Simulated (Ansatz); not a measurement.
Isolated molecules relaxed with PBE0-D4/def2-TZVP in Ansatz; ΔE leaves out vibrations. CCSD(T)/CBS is the MP2 limit (def2-TZVPP, def2-QZVPP) plus CCSD(T) − MP2 in def2-TZVPP, frozen cores. This one scheme is used for every species. Functionals use def2-TZVPP. B3LYP here is the variant with VWN-RPA as its local correlation; programs differ in this. Each species was taken in one conformer, which may not be the lowest.

Reaction (cleavage of the Si–Si bond): `C[Si]([AlH2])([SiH3])Cl` + `[NH2][Al]([NH2])[OH]` → `[NH2][Al]([NH2])[O][SiH3]` + `C[SiH]([AlH2])Cl`

```tsv
level	ΔE (kJ/mol)	difference from CCSD(T)/CBS
r2SCAN-D4	-100.1	5.6
B3LYP-D4	-105.6	0.1
ωB97M-V	-108.5	-2.8
B2PLYP	-113.9	-8.2
PBE	-82.0	23.7
r2SCAN	-101.1	4.6
B3LYP	-112.3	-6.6
HF/def2-TZVPP	-144.5	-38.8
SCS-MP2/def2-TZVPP	-119.6	-13.9
CCSD/def2-TZVPP	-113.8	-8.1
CCSD(T)/def2-TZVPP	-107.9	-2.2
MP2/def2-QZVPP	-111.5	-5.8
SCS-MP2/def2-QZVPP	-119.1	-13.4
HF/CBS(def2)	-147.5	-41.8
MP2/CBS(def2)	-109.6	-3.9
CCSD/CBS(def2)	-111.6	-5.9
CCSD(T)/CBS	-105.7	0
```

Largest T1 diagnostic among the species: 0.012.

The D4 term adds +6.7 kJ/mol with B3LYP and +3.7 kJ/mol with PBE0; it sums over pairs of atoms, weighted by their polarisabilities, and B3LYP, whose exchange is more repulsive, gets the larger term. In def2-TZVPP, CCSD(T) changes the Hartree–Fock value by +36.6 kJ/mol (the triples alone add +5.9 kJ/mol) and MP2 by +32.7 kJ/mol. From PBE to PBE0 (25 % exact exchange), in def2-TZVPP and without D4, ΔE moves by −10.6 kJ/mol.
